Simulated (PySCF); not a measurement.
# Cd (cadmium, neutral) across methods

[Kr] 4d10 5s1 6s1, 6s spin antiparallel (an excited configuration). Calculation: PySCF 2.14, in aug-cc-pwCVDZ-PP with ECP28MDF; a scalar-relativistic core potential. The B2PLYP total includes its PT2 part (frozen core); its orbital energies are those of the SCF part.

```csv
method,E (hartree),mean ε 4d β (eV),mean ε 5s α (eV),mean ε 6s β (eV),Σ⟨r²⟩ (bohr²),⟨S²⟩
PBE0,-167.7284,-13.762,-6.393,-6.393,48.01,0.000
TPSSh,-167.6656,-12.448,-5.920,-5.920,47.91,0.000
BHandHLYP,-167.6482,-15.850,-7.047,-7.047,48.38,0.000
r2SCAN,-167.7884,-11.991,-5.916,-5.916,47.60,0.000
UHF,-166.83788,-19.590,-7.650,-7.650,49.79,0.000
PBE,-167.7426,-11.576,-5.713,-5.713,47.95,0.000
LDA,-167.4492,-11.730,-6.011,-6.011,47.65,0.000
B2PLYP,-167.5807,-15.883,-6.940,-6.940,48.63,0.000
```

Q: Estimate the same row for wB97X.

A: E (hartree) = -167.7638; mean ε 4d β (eV) = -16.249; mean ε 5s α (eV) = -8.516; mean ε 6s β (eV) = -8.516; Σ⟨r²⟩ (bohr²) = 48.09; ⟨S²⟩ = 0.000.

Energies and moments cover only the electrons outside the core potential. The outer electron is Rydberg-like, and this basis confines it to a smaller radius and binds it less than a complete one would. With the s spin flipped the determinant is a mixture of two multiplicities, not a spectroscopic state.
